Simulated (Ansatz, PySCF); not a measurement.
Here is a job for PySCF.
```python
from pyscf import gto, scf, mp

mol = gto.Mole()
mol.atom = '''
    C    -0.02205061   -0.68473402    0.84115130
    C    -0.00826608    0.63490979    0.88350398
    C     0.00201276   -0.84177276   -0.65304234
    C     0.01874293    0.70825289   -0.63453241
    H    -0.01290424    1.39550575    1.63691836
    H    -0.88690102   -1.29361008   -1.08611356
    H     0.89519009   -1.31321238   -1.05535354
    H     0.92842902    1.14581919   -1.04347686
    H    -0.86644785    1.16556213   -1.07445758
'''
mol.basis = 'def2-svpd'
mol.spin = 1
mol.verbose = 4
mol.build()

mf = scf.UHF(mol)
mf.kernel()

pt = mp.MP2(mf, frozen=4)
pt.kernel()
print('E(MP2) = %.10f' % pt.e_tot)
```

Question: Convert this to an input for Ansatz (a first-principles code).

Answer: One answer among several that fit: 
Ansatz 0.2 input:
```yaml
crystal:
  periodic: [false, false, false]
  atoms:
    - {symbol: C, position_ang: [-0.02205061, -0.68473402, 0.84115130]}
    - {symbol: C, position_ang: [-0.00826608, 0.63490979, 0.88350398]}
    - {symbol: C, position_ang: [0.00201276, -0.84177276, -0.65304234]}
    - {symbol: C, position_ang: [0.01874293, 0.70825289, -0.63453241]}
    - {symbol: H, position_ang: [-0.01290424, 1.39550575, 1.63691836]}
    - {symbol: H, position_ang: [-0.88690102, -1.29361008, -1.08611356]}
    - {symbol: H, position_ang: [0.89519009, -1.31321238, -1.05535354]}
    - {symbol: H, position_ang: [0.92842902, 1.14581919, -1.04347686]}
    - {symbol: H, position_ang: [-0.86644785, 1.16556213, -1.07445758]}
basis:
  gaussian:
    orbitals: def2-SVPD
magnetization: {spin_polarized: true, initial_magnetization: 1}
correlation: {method: mp2, electrons: outside_noble_gas}
accuracy: high
```

Both were run: PySCF gave -154.662195 Eh and Ansatz -154.662195 Eh, 0.000 mEh apart.
